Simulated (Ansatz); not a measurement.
## Energy profile

The step: AlNH₃Cl ([NH2][AlH][Cl]) → AlNHCl ([NH][Al][Cl]) + H₂; bonds formed: H2–H4; bonds broken: Al1–H2, N3–H4 (atoms numbered as in the saddle structure below).

```xyz
6
angstrom
Al 0.0583 0.4307 0.4893
H 1.3439 -0.4842 -0.5247
N -1.0692 -0.3755 -0.4450
H 0.5802 -0.7155 -0.8007
Cl 1.1569 1.5876 1.8206
H -2.0702 -0.4431 -0.5396
```

Electronic energies by CCSD(T) at an estimated basis limit (MP2 extrapolated from triple and quadruple zeta, plus CCSD(T) − MP2 in triple zeta), on PBE0-D4/def2-TZVP structures; AlNH3Cl, singlet; no counterpoise correction. Ansatz 0.2.0; basis: def2-TZVPP and def2-QZVPP; cores frozen in the correlated methods. Extrapolation: Hartree–Fock as exp(−7.88 √X), correlation as X^−2.97.

Give the profile in kJ/mol, counted from the start structure. (An estimate is asked for; the value comes from the calculation.)

Computed:
```json
{"point": "start structure", "kJ/mol": "0.0"}
{"point": "saddle", "kJ/mol": "313.0"}
{"point": "end structure", "kJ/mol": "300.7"}
{"point": "separated: AlNHCl (linked as [NH][Al][Cl]; Al1, N3, Cl5, H6; singlet) + H2 (H2, H4; singlet)", "kJ/mol": "311.1"}
```

The T1 diagnostic stays at or below 0.021. The restricted Hartree–Fock reference is unstable towards an unrestricted one at one or more of these structures.

For scale, one of the runs: CCSD(T)/def2-TZVPP, 157 basis functions, launched by `ansatz run in.yaml --threads 2 --pin off --events-out ev --progress --plain --max-ram 4352MiB`. Time: 15 s of wall clock on 2 CPU threads; the host was shared. Peak host memory: 1 GiB.
